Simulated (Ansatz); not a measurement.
A nudged elastic band was laid between two geometries of C₂H₇NOSi (12 atoms, charge 0, multiplicity 1).

Level of theory: RKS PBE0-D4/def2-SVP in Ansatz.

```
movable images  : 5
climbing image  : yes
spring          : 5.0 eV/Å²
optimiser       : quadratic models (default)
start path      : through a guess of the saddle point
force threshold : 0.03 eV/Å
iteration limit : 60
end points      : relaxed
```

Image 0:

```xyz
12
Properties=species:S:1:pos:R:3
N -1.373 -0.749 1.350
C -0.080 -0.830 0.704
C 0.388 0.474 0.100
O -0.520 0.977 -0.931
Si 1.001 0.674 -1.609
H -2.040 -0.355 0.687
H -1.335 -0.093 2.129
H -0.134 -1.603 -0.082
H 0.675 -1.181 1.428
H 0.623 1.251 0.847
H 1.094 -0.480 -2.539
H 1.778 1.860 -2.049
```

Image 6:

```xyz
12
Properties=species:S:1:pos:R:3
N -1.385 -1.318 1.525
C -0.753 -0.804 0.436
C 0.332 0.009 0.418
O 0.542 2.211 -1.570
Si 1.015 0.654 -1.166
H -2.037 -2.080 1.414
H -0.962 -1.219 2.438
H -1.228 -1.090 -0.512
H 0.790 0.276 1.380
H 0.744 2.892 -0.923
H 0.504 -0.186 -2.288
H 2.514 0.598 -1.119
```

(1) Which bonds break or form, and what moves?

(2) Give the energies along the band, and the barrier.

(3) What is the geometry of the highest image?

Results:

(1) Bonds broken: C2–H9, C3–O4, C3–H10. Bonds formed: C3–H9, O4–H10.

(2) The run converged. The highest image is number 2 of 0 to 6, 1.83 eV above the first end and 3.39 eV above the last; the last end lies 1.56 eV below the first. The profile has 2 maxima (images 2, 4) with wells between them (image 3): this band takes more than one step, which may be the mechanism or a detour left from its start path. Neighbouring images differ by up to 2.1 eV, so the band resolves the path poorly. A vibrational analysis at the climbing image gives one clearly imaginary mode, 858i cm⁻¹: a first-order saddle point. The orbitals stay closed-shell, which can raise the energy where a bond breaks towards radicals; this wasn't checked here.

```tsv
image	path coordinate (Å)	energy (eV)	C2–H9 (Å)	C3–O4 (Å)	C3–H10 (Å)
0	0.00	0.00	1.10	1.46	1.10
1	2.25	0.08	1.10	1.46	1.10
2	4.49	1.83	1.28	2.27	1.10
3	6.65	-0.25	2.09	2.92	1.10
4	8.81	0.22	2.13	2.62	2.26
5	10.97	-1.26	2.11	2.77	2.56
6	13.12	-1.56	2.11	2.97	3.21
```

(3) 
```xyz
12
Properties=species:S:1:pos:R:3
N -1.439 -0.645 1.373
C -0.386 -0.720 0.506
C 0.443 0.367 0.134
O -0.350 1.672 -1.540
Si 0.965 0.789 -1.633
H -1.808 -1.495 1.775
H -1.563 0.197 1.920
H -0.401 -1.592 -0.159
H 0.814 -0.761 0.944
H 0.452 1.204 0.844
H 1.019 -0.475 -2.448
H 2.332 1.405 -1.682
```

Run time: 3.6 min on 2 threads of AMD EPYC 9R45 96-Core Processor (Zen 5), on a shared host, peak memory 0.26 GiB.
